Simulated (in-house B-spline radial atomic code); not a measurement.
## Ionising Ar III (Ar2+) with different functionals

Computed with a B-spline radial code for spherical atoms: scalar-relativistic (spin-free X2C) Hamiltonian, Fermi nucleus of rms radius 3.4274 fm, spin-polarised at highest spin, spherical fractional occupations for the functionals, and exact exchange of hybrids averaged over the configuration. The ionisation energy is the difference of two self-consistent energies, [Ne] 3s2 3p4 → [Ne] 3s2 3p3, without Breit or QED terms; ε is the level of the shell that loses the electron (its least bound occupied spin orbital).

| method | rung | ΔSCF (eV) | -ε(3p) (eV) |
| --- | --- | --- | --- |
| PBE0 | global hybrid | 40.52 | 35.83 |
| B3LYP | global hybrid | 40.75 | 35.58 |
| TPSSh | global hybrid | 40.42 | 34.71 |
| BHandHLYP | global hybrid | 40.58 | 37.58 |
| r2SCAN0 | global hybrid | 40.25 | 35.74 |
| B97-1 | global hybrid | 40.60 | 35.56 |
| HSE06 | range-separated hybrid | 40.53 | 35.42 |
| wB97X | range-separated hybrid | 40.62 | 38.55 |
| CAM-B3LYP | range-separated hybrid | 40.77 | 37.48 |
| LC-wPBE | range-separated hybrid | 40.73 | 39.07 |

Problem. Among the functionals, which spreads more, the ΔSCF values or the orbital energies?

Solution. The orbital energies: ΔSCF values span about 0.52 eV and the orbital energies 4.36 eV; here energy differences depend much less on the functional than eigenvalues do.

Problem. How do they compare with the NIST value?

Solution. NIST lists 40.73 eV ± 0.012 (semi-empirical, ground level to ground level). Errors run from -0.49 to +0.03 eV; LC-wPBE is closest (-0.00 eV), but part of that can be cancellation, since the calculations leave out spin-orbit coupling, Breit-QED terms, multiplet and fine-structure energies.
